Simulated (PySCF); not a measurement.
**Low-lying terms of Hg (mercury, neutral)**

Ground state [Xe] 4f14 5d10 6s2, ¹S. Calculation: PySCF 2.14, in aug-cc-pVQZ-PP with ECP60MDF; a scalar-relativistic core potential. Vertical excitation energies in eV without spin-orbit coupling; excited terms of each kind are numbered among those the solver found. Frozen: 5s2 5p6.

```csv
term,leading excitation,EOM-EE-CCSD,measured centre of gravity (NIST)
1 3P°,6s → p,5.149,n/a
1 1P°,6s → p,6.718,n/a
1 3S,6s → s,7.664,7.730 (5d10(1S)6s7s)
1 1S,6s → s,7.898,7.926 (5d10(1S)6s7s)
2 3P°,6s → p,8.620,n/a
2 1P°,6s → p,8.813,n/a
1 3D,6s → d,9.338,n/a
1 1D,6s → d,9.350,n/a
```

Only the lower part of the computed list is shown. Doubly excited terms such as np² are absent. The solver can miss terms. Rydberg members are limited by the diffuse functions of the basis.
